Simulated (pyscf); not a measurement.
Single points on ωB97X-D3(BJ)/def2-SVP structures (PySCF, gas phase). Singlets are restricted, triplets unrestricted.

Singlet (Å):
```xyz
8

Si     0.1254     0.8323    -0.5310
Si     1.1519    -0.9366     0.6677
As    -0.9229    -1.9088     1.0637
H     -1.2056     0.4808    -1.1157
H      0.9829     1.4136    -1.6069
H     -0.0902     1.8900     0.5101
H     -1.8028    -0.7163     1.3703
H     -0.7346    -2.3874     2.4861
```

Triplet (Å):
```xyz
8

Si    -2.0988    -0.4238    -0.6310
Si    -0.3961    -1.9250    -1.1102
As     1.4440    -1.3679    -2.4616
H     -1.5536     0.7755     0.0742
H     -2.7654     0.0276    -1.8899
H     -3.1016    -1.0962     0.2438
H      0.5762    -0.7314    -3.5384
H      1.6778    -0.0411    -1.7526
```

### Question
For these two minima of `[SiH3][Si][AsH2]`, which spin state lies lower at ωB97X-D3(BJ)/def2-TZVP, and by how much (electronic energies)?

### Answer
The singlet, by 19.1 kcal/mol. Zero-point energy shifts E(triplet) − E(singlet) by 0.0 kcal/mol. The 7 functionals that were run give +10.8 (r²SCAN) to +20.9 kcal/mol (ωB97M-D3(BJ)). H₃Si–Si:–AsH₂ [singlet] lies 27.1 kcal/mol over its isomer cyclic H₅AsSi₂ (SMILES [SiH2]1[SiH2][AsH]1), and others may lie lower still (electronic energy, ωB97M-D3(BJ)). 

E(triplet) − E(singlet) by level (kcal/mol):

```tsv
level	gap
ωB97X-D3(BJ)/def2-TZVP	+19.1
PBE/def2-TZVP	+15.3
r²SCAN/def2-TZVP	+10.8
B3LYP-D3(BJ)/def2-TZVP	+17.7
PBE0-D3(BJ)/def2-TZVP	+13.8
M06-2X/def2-TZVP	+16.7
ωB97M-D3(BJ)/def2-TZVP	+20.9
HF/def2-TZVP	-0.1
```

The triplet is the lowest one reached from the SCF start used. Elements up to Kr have no core potential and no relativistic terms here.
